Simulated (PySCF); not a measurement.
**Unknowns**

[PySCF 2.14: geometry: GFN2-xTB; shielding tensors at PBE0/pcSseg-1 (GIAO); relativity neglected; gas phase; equivalent nuclei averaged; one computed conformer]

δ = σ(ref) − σ, references computed at the same level: 1H (σref 31.72) and 13C (σref 186.93) against TMS. Splittings of carbon signals by F and P are missing where no couplings were computed. Where no couplings were computed, multiplicities follow the n + 1 count of equivalent neighbours, and m marks all less simple cases (inequivalent or close neighbours, rings, F or P nearby). Shifts are as computed. Against solution values, carbons near 30 ppm lie about +3 ppm off and those near 130 ppm about +5 ppm. Of 1211 compounds with measured shifts, 218 miss one by over three times the rms of a fit or turn the order of signals round; such compounds aren't used in these exercises.

Q: C₄H₄F₃P. 1H NMR (500 MHz, computed): δ 8.91 (m, 1H), 2.61 (m, 3H). 13C{1H} NMR (computed): δ 206.2 (CH), 170.2 (C), 139.3 (C), 28.4 (CH3). Identify the compound.

A: SMILES C(/P=C\C)(F)=C(F)F. 4 carbon signals for 4 carbons: no two carbons are equivalent. Carbon types of the structure: 2 × C, 1 × CH, 1 × CH3, which accounts for all hydrogens. δC 206.2: carbon double-bonded to a heavier main-group atom. δC 170.2, 139.3: fully substituted alkene carbon. δC 28.4: methyl carbon; a saturated carbon with 1 carbon neighbour and no heteroatom attached. δH 8.91: hydrogen on a carbon double-bonded to a heavier main-group atom.

The data come from this structure; uniqueness wasn't tested.

Q: C₆H₅F₃O₂. 1H NMR (400 MHz, computed): δ 4.55 (q, 2H), 1.37 (t, 3H). 13C{1H} NMR (computed): δ 157.5 (C), 123.5 (C), 84.8 (C), 76.1 (C), 64.7 (CH2), 16.4 (CH3). Identify the compound.

A: ethyl 4,4,4-trifluorobut-2-ynoate. Rings plus π bonds: 3 (no ring in the answer). 6 carbon signals for 6 carbons: no two carbons are equivalent. Carbon types of the structure: 4 × C, 1 × CH2, 1 × CH3, which accounts for all hydrogens. δC 157.5: ester carbonyl carbon; lone-pair donation from the attached heteroatom keeps it upfield of a ketone carbonyl. δC 123.5: CF3 carbon; 3 electronegative neighbours deshield it. δC 84.8, 76.1: alkyne carbon; the triple bond shields along its axis, which puts it between sp3 and sp2 carbons. δC 64.7: sp3 CH2 bonded to O; pulled downfield by the heteroatom.

The shifts were computed for this structure.
